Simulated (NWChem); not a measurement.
**Correlation energy of Ga (-1)**

```
Ga
```
Charge -1, spin multiplicity 3.

Everything below was run with NWChem.

Basis set: def2-SVPD. Each correlation energy counts from its own Hartree-Fock reference.

The Hamiltonian is non-relativistic. The correlated methods keep 9 core orbitals frozen. No SCF solution was tested for a lower state. Open-shell Hartree-Fock references start from PBE0 orbitals. No row is a measurement; the coupled-cluster row has its own basis-set and correlation limits.

Question: One of these methods gave a correlation energy of -184.6 mHa. Which?
A. CCSD on ROHF
B. CCSD[T] on UHF
C. SCS-UMP2
D. UMP2

Answer: D, UMP2. The others give -168.5 (SCS-UMP2), -193.6 (CCSD[T] on UHF), -189.2 (CCSD on ROHF).
